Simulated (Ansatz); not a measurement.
Ansatz (a first-principles code) input:

Ansatz 0.2 input:
```yaml
crystal:
  periodic: [false, false, false]
  atoms:
    - {symbol: F, position_ang: [-0.74143882, 1.58853447, -0.55811765]}
    - {symbol: C, position_ang: [-0.56626138, 0.49865564, 0.17848557]}
    - {symbol: Cl, position_ang: [-1.87716133, -0.61117148, 0.06719502]}
    - {symbol: Br, position_ang: [1.19949315, -0.19710940, 0.08028086]}
basis:
  gaussian:
    orbitals: def2-TZVP
hamiltonian:
  xc: b3lyp
  dispersion: d3bj
magnetization: {spin_polarized: true, initial_magnetization: 1}
phonons: {temperatures: {t_min: 298.15, t_max: 298.15, t_step: 100}}
```

Which total energy does the run end on?

-3172.35430 Eh (B3LYP-D3(BJ)/def2-TZVP). The basis has 147 functions.

It need not be the lowest isomer of its formula.
